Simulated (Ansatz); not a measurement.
Geometry optimisation, Ansatz 0.2.0, DFT LDA, scalar-relativistic, plane waves, PAW.

The input (input.yaml):

```yaml
crystal:
  lattice:
    - [0.0, 5.43, 5.43]
    - [5.43, 0.0, 5.43]
    - [5.43, 5.43, 0.0]
  atoms:
    - { symbol: Si, position: [0.0, 0.0, 0.0] }
    - { symbol: Si, position: [0.125, 0.125, 0.125] }
    - { symbol: Si, position: [0.0, 0.0, 0.5] }
    - { symbol: Si, position: [0.125, 0.125, 0.625] }
    - { symbol: Si, position: [0.0, 0.5, 0.0] }
    - { symbol: Si, position: [0.125, 0.625, 0.125] }
    - { symbol: Si, position: [0.0, 0.5, 0.5] }
    - { symbol: Si, position: [0.125, 0.625, 0.625] }
    - { symbol: Si, position: [0.5, 0.0, 0.0] }
    - { symbol: Si, position: [0.625, 0.125, 0.125] }
    - { symbol: Si, position: [0.5, 0.0, 0.5] }
    - { symbol: Si, position: [0.625, 0.125, 0.625] }
    - { symbol: Si, position: [0.5, 0.5, 0.0] }
    - { symbol: Si, position: [0.625, 0.625, 0.125] }
    - { symbol: Si, position: [0.5, 0.5, 0.5] }
    - { symbol: Si, position: [0.625, 0.625, 0.625] }
    - { symbol: Ga, position: [0.3787044, 0.3768064, 0.8790647], spin: 1.0 }
magnetization:
  spin_polarized: true
basis:
  ecutwfc: 420.0
kpoints:
  mp_grid: { grid: [2, 2, 2] }
hamiltonian:
  xc: lda
  pseudopotentials: { kind: paw, azcp: { folder: soft_1 } }
scf:
  occupations: { method: fermi_dirac, width: 0.05 }
  lower_state_search: "off"
relax:
  f_tol: 0.03
  max_steps: 60
  adjacent_minimum: "off"
output:
  write_density: true
  write_potential: true
  elf: true
  volumetric_format: npy
```

Command:

```bash
$ ansatz run input.yaml --threads 2 --pin off --max-ram 5120MiB --backend cpu --events-out ev --progress --plain --runs-dir out
```

Problem. Where does it end, and by what steps?

Solution. The forces met the threshold. Limits of this set-up: coarse k mesh, PAW files made for another functional. After 3 steps the energy has fallen by 0.306 eV; Si13 moved furthest, 0.09 Å.

```
step  energy less start (eV)  largest force component (eV/Å)  accepted
   0                  0.0000                           1.108       yes
   1                 -0.2626                           0.452       yes
   2                 -0.3049                           0.052       yes
   3                 -0.3056                           0.028       yes
```

```xyz
17
Lattice="0.0000 5.4300 5.4300 5.4300 0.0000 5.4300 5.4300 5.4300 0.0000" Properties=species:S:1:pos:R:3
Si -0.010 -0.010 0.013
Si 1.360 1.360 1.328
Si 2.732 2.732 0.017
Si 4.076 4.078 1.361
Si 2.757 -0.045 2.671
Si 4.104 1.358 4.072
Si 5.419 2.729 2.704
Si 6.790 4.043 4.075
Si -0.046 2.757 2.669
Si 1.357 4.104 4.072
Si 2.728 5.420 2.705
Si 4.043 6.790 4.075
Si 2.765 2.764 5.480
Si 4.076 4.077 6.791
Si 5.386 5.385 5.471
Si 6.787 6.787 6.819
Ga 6.796 6.799 4.081
```

The run took 15 s on 2 threads of AMD EPYC 9R45 96-Core Processor (Zen 5) (shared host), peak memory 0.74 GiB.
